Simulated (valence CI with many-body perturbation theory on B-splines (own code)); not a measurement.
## Energy levels of Gd15+

Calculated by configuration interaction combined with many-body perturbation theory (CI+MBPT): three valence electrons over a frozen Dirac-Fock core [Kr] 4d10, a basis of 7 s, 7 p, 7 d, 7 f, 4 g, 2 h functions for each j, with the one-electron correlation potential Σ1, the two-electron term Σ2, the three-electron term Σ3, Breit, model QED; selected CI, second order for the rest, scaled by the run's own slope (own B-spline code, finite nucleus).

No measured levels were compared; by estimate terms of the open shell hold to a few per cent of their energy, and close levels can change places; configurations with another count of f electrons can be misplaced by thousands of cm⁻¹.

Levels 91 to 135 of 246, with energies above the lowest level, (4f5/2^3) J=9/2. "Leading %" is the weight of the configuration and term that name the level; weights of strongly mixed levels are sums over their largest components and can fall short. In the jj column 3d3/2^4 stands for four electrons in 3d with j = 3/2.

```
No.  Configuration  Term     J  E (eV)  Leading %      g  Second component                Leading jj
 91          4f²5p   ⁴H°   9/2  43.213         36  0.906    28 % 4f²5p ²H°      4f5/2^2 5p3/2 (82 %)
 92          4f²5p   ⁴H°   7/2  43.214         37  0.842    32 % 4f²5p ²G°      4f5/2^2 5p3/2 (92 %)
 93          4f²5p   ⁴H°  11/2  43.729         45  1.068    38 % 4f²5p ⁴I°  4f5/2 4f7/2 5p3/2 (65 %)
 94         4f5s5p    ⁴G   5/2  43.733         56  0.762    21 % 4f5s5p ⁴F     4f5/2 5s 5p1/2 (98 %)
 95          4f²5p   ⁴G°   9/2  44.115         35  1.032    34 % 4f²5p ²H°  4f5/2 4f7/2 5p3/2 (96 %)
 96          4f²5p   ⁴I°  13/2  44.419         59  1.156    40 % 4f²5p ⁴H°  4f5/2 4f7/2 5p3/2 (68 %)
 97          4f²5p   ⁴G°   5/2  44.500         79  0.659     9 % 4f²5p ²F°      4f5/2^2 5p3/2 (86 %)
 98          4f²5p   ⁴G°  11/2  44.533         48  1.168    45 % 4f²5p ²H°  4f5/2 4f7/2 5p3/2 (54 %)
 99         4f5s5p    ⁴G   7/2  44.791         45  1.123    40 % 4f5s5p ⁴F     4f7/2 5s 5p1/2 (62 %)
100          4f²5p   ⁴F°   3/2  44.794         51  0.694    22 % 4f²5p ²D°      4f5/2^2 5p3/2 (73 %)
101          4f²5p   ⁴D°   1/2  45.098         70  0.196    27 % 4f²5p ²P°      4f5/2^2 5p3/2 (74 %)
102         4f5s5p    ⁴F   3/2  45.100         72  0.548    16 % 4f5s5p ²D     4f5/2 5s 5p1/2 (88 %)
103          4f²5p   ⁴G°   7/2  45.200         51  1.004    16 % 4f²5p ²G°  4f5/2 4f7/2 5p3/2 (89 %)
104          4f²5p   ⁴F°   5/2  45.209         51  1.046    20 % 4f²5p ⁴D°  4f5/2 4f7/2 5p3/2 (52 %)
105          4f²5p   ²I°  11/2  45.274         66  0.988    11 % 4f²5p ²H°      4f5/2^2 5p3/2 (58 %)
106          4f²5p   ⁴I°  15/2  45.339         99  1.198                        4f7/2^2 5p3/2 (80 %)
107          4f²5p   ⁴F°   7/2  45.348         44  1.166    15 % 4f²5p ⁴D°  4f5/2 4f7/2 5p3/2 (76 %)
108         4f5s5p    ²F   7/2  45.368         43  1.148    24 % 4f5s5p ⁴D     4f5/2 5s 5p1/2 (55 %)
109         4f5s5p    ⁴F   5/2  45.590         35  1.039    25 % 4f5s5p ⁴D     4f5/2 5s 5p1/2 (66 %)
110          4f²5p   ²P°   1/2  45.621         71  0.513    27 % 4f²5p ⁴D°      4f7/2^2 5p3/2 (29 %)
111          4f²5p   ⁴F°   9/2  45.819         38  1.188    24 % 4f²5p ⁴G°  4f5/2 4f7/2 5p3/2 (91 %)
112          4f²5p   ⁴D°   3/2  45.855         66  1.081    27 % 4f²5p ²D°  4f5/2 4f7/2 5p3/2 (89 %)
113          4f²5p   ⁴G°   7/2  45.922         33  1.014    30 % 4f²5p ²G°  4f5/2 4f7/2 5p3/2 (59 %)
114          4f²5p   ²I°  13/2  45.994         68  1.111    21 % 4f²5p ⁴H°      4f7/2^2 5p3/2 (50 %)
115          4f²5p   ⁴G°   9/2  46.023         43  1.162    42 % 4f²5p ²G°      4f7/2^2 5p3/2 (51 %)
116          4f²5p   ²F°   5/2  46.189         37  1.118    25 % 4f²5p ⁴D°  4f5/2 4f7/2 5p3/2 (84 %)
117          4f²5p   ⁴G°  11/2  46.276         73  1.218    19 % 4f²5p ²H°  4f5/2 4f7/2 5p3/2 (50 %)
118         4f5s5p    ⁴F   9/2  46.294         43  1.229    38 % 4f5s5p ⁴G     4f7/2 5s 5p1/2 (90 %)
119          4f²5p   ²G°   9/2  46.306         59  1.097    18 % 4f²5p ²H°      4f7/2^2 5p3/2 (47 %)
120          4f²5p   ²F°   5/2  46.644         66  0.873    17 % 4f²5p ⁴G°  4f5/2 4f7/2 5p3/2 (64 %)
121          4f²5p   ²G°   7/2  46.747         53  1.013     9 % 4f²5p ²F°  4f5/2 4f7/2 5p3/2 (53 %)
122         4f5s5p    ²F   5/2  46.794         49  0.948    35 % 4f5s5p ²D     4f7/2 5s 5p1/2 (62 %)
123          4f²5p   ²H°  11/2  46.901         68  1.089    15 % 4f²5p ⁴G°      4f7/2^2 5p3/2 (75 %)
124          4f²5p   ²F°   5/2  47.279         54  1.033    24 % 4f²5p ²D°      4f7/2^2 5p3/2 (82 %)
125         4f5s5p    ²G   7/2  47.330         49  1.062    20 % 4f5s5p ⁴D     4f7/2 5s 5p1/2 (91 %)
126          4f²5p   ²F°   7/2  47.677         47  1.073    33 % 4f²5p ²G°      4f7/2^2 5p3/2 (64 %)
127          4f²5p   ²G°   9/2  47.974         73  1.141    15 % 4f²5p ⁴F°      4f7/2^2 5p3/2 (72 %)
128          4f²5p   ²D°   3/2  48.336         36  1.269    20 % 4f²5p ²P°  4f5/2 4f7/2 5p3/2 (54 %)
129          4f²5p   ²I°  13/2  48.390         55  1.012    44 % 4f²5p ²K°  4f5/2 4f7/2 5p3/2 (81 %)
130          4f²5p   ⁴P°   1/2  48.403         43  2.056    39 % 4f²5p ²S°  4f5/2 4f7/2 5p3/2 (69 %)
131          4f²5p   ²F°   7/2  48.774         71  1.179    17 % 4f²5p ⁴D°  4f5/2 4f7/2 5p3/2 (63 %)
132          4f²5p   ⁴P°   3/2  49.027         39  1.523    24 % 4f²5p ⁴S°      4f7/2^2 5p3/2 (43 %)
133          4f²5p   ²H°  11/2  49.408         62  1.030    36 % 4f²5p ²I°  4f5/2 4f7/2 5p3/2 (69 %)
134          4f²5p   ²D°   5/2  49.475         66  1.147    23 % 4f²5p ²F°  4f5/2 4f7/2 5p3/2 (44 %)
135          4f²5p   ²P°   1/2  49.731         79  0.922    11 % 4f²5p ⁴P°      4f7/2^2 5p3/2 (46 %)
```

Where two levels of one J and parity lie close, their mixing, g and order are uncertain.
